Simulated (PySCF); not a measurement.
A calculated (PBE0, PySCF 2.14, x2c-TZVPPall, the spin-free X2C one-electron Hamiltonian (Gaussian nucleus)) atom or ion has these occupied shells.

```
shell  electrons  orbital energy (eV)  rms radius, mean of both spins (bohr)
 1s α          1             -87963.6                                 0.0181
 1s β          1             -87963.5                                 0.0181
 2s α          1             -15787.6                                 0.0730
 2s β          1             -15787.5                                 0.0730
 2p α          3             -13616.7                                 0.0673
 2p β          3             -13616.6                                 0.0673
 3s α          1              -3823.6                                  0.186
 3s β          1              -3823.6                                  0.186
 3p α          3              -3195.3                                  0.189
 3p β          3              -3195.2                                  0.189
 3d α          5              -2521.2                                  0.173
 3d β          5              -2521.2                                  0.173
 4s α          1              -890.04                                  0.408
 4s β          1              -889.95                                  0.408
 4p α          3              -681.94                                  0.436
 4p β          3              -681.87                                  0.436
 4d α          5              -431.43                                  0.463
 4d β          5              -431.37                                  0.463
 5s α          1              -168.37                                  0.908
 5s β          1              -168.13                                  0.908
 4f α          7              -158.23                                  0.496
 4f β          7              -158.17                                  0.496
 5p α          3              -109.83                                   1.04
 5p β          3              -109.64                                   1.04
 5d α          5              -42.047                                   1.38
 5d β          5              -41.515                                   1.38
 6s α          1              -30.486                                   2.30
 6p α          1              -19.876                                   2.88
```

Q: Name the element and its charge.

A: Pb²⁺ (lead, charge +2), in [Xe] 4f14 5d10 6s1 6p1, high-spin 3P determinant (an excited configuration).
